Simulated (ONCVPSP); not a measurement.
## neodymium: one change to an ONCV potential, before and after

ONCVPSP 4.0.1 input, shortened (lines: element, Z, core and valence counts, functional; n l f; lmax; l rc ep ncon nbas qcut; lloc lpopt rc5 dvloc0; l nproj debl; icmod fcfact rcfact), LDA (Perdew-Wang 92), scalar-relativistic:

```
  Nd 60.00   10    4  -001012      upf
    1    0    2.00
    2    0    2.00
    2    1    6.00
    3    0    2.00
    3    1    6.00
    3    2   10.00
    4    0    2.00
    4    1    6.00
    4    2   10.00
    4    3    3.00
    5    0    2.00
    5    1    6.00
    5    2    1.00
    6    0    2.00
    2
    0    2.10    0.00    4    8    5.30
    1    2.00    0.00    4    8    7.20
    2    2.25    0.00    4    8    3.80
    4    5    1.85    3.00
    0    3    3.60
    1    2    2.20
    2    1    3.30
    3    2.00    1.00
```

All-electron outer shells of the reference configuration (LDA (PZ), scalar-relativistic, ld1.x):

| shell | level (eV) | outermost node (bohr) | outermost maximum (bohr) |
| --- | --- | --- | --- |
| 5s | -43.83 | 0.72 | 1.31 |
| 5p | -24.75 | 0.77 | 1.46 |
| 4f | -7.12 | – | 0.65 |
| 6s | -4.01 | 1.73 | 3.55 |
| 5d | -3.06 | 0.87 | 2.10 |

Change: s: rc 2.6.

Cutoffs: the cutoffs (Ha) at which the residual kinetic energy of the hardest occupied pseudo-wave falls to 1 and 0.1 mHa per electron; they do not see the model core or the augmentation charge, which bear on the density cutoff. Errors are all-electron minus pseudo energies relative to the spin-unpolarised reference configuration.

Q: Predict the effect on cutoff, ghosts and configuration errors.

A: The potential gets neither clearly harder nor softer (16 Ha and 20 Ha → 16 Ha and 20 Ha); the p channel sets the loose cutoff, while the largest relative change is in s, which becomes softer; of the 4 tests that both files solve, the error grows in 3 and shrinks in 0 by more than 15 % and 0.3 meV (median size 3.2 → 5.0 meV); neither file shows a bound ghost. More of the atom is replaced by a form fitted at one configuration, so other configurations suffer.

```tsv
quantity	base	changed
cutoff, loose	16 Ha	16 Ha
cutoff, tight	20 Ha	20 Ha
loose cutoff by channel	s 11 Ha, p 16 Ha, d 6.8 Ha	s 8.2 Ha, p 16 Ha, d 6.8 Ha
bound ghosts	none	none
GHOST(+) flags under 300 eV	s at 268.1 eV	s at 204.5 eV
error for 5s2 5p6 5d1 6s1, meV [ΔE 6.46 eV]	-1.1	-1.6
error for 5s2 5p6 5d1 6s0, meV [ΔE 18.16 eV]	-0.7	-3.5
error for 5s2 5p6 5d0 6s0, meV [ΔE 37.83 eV]	-43	-45
error for 5s2 5p6 5d2 6s1, meV [ΔE 1.17 eV]	-5.3	-6.5
p: phases at 2.03 bohr within 0.05 rad from the reference energy up to (Ha; the scan ends near 5)	to the end of the scan	to the end of the scan
d: phases at 2.28 bohr within 0.05 rad from the reference energy up to (Ha; the scan ends near 5)	2.1	2.1
rms error of d²Exc/dni dnj with the model core, mHa	3.64	3.56
```
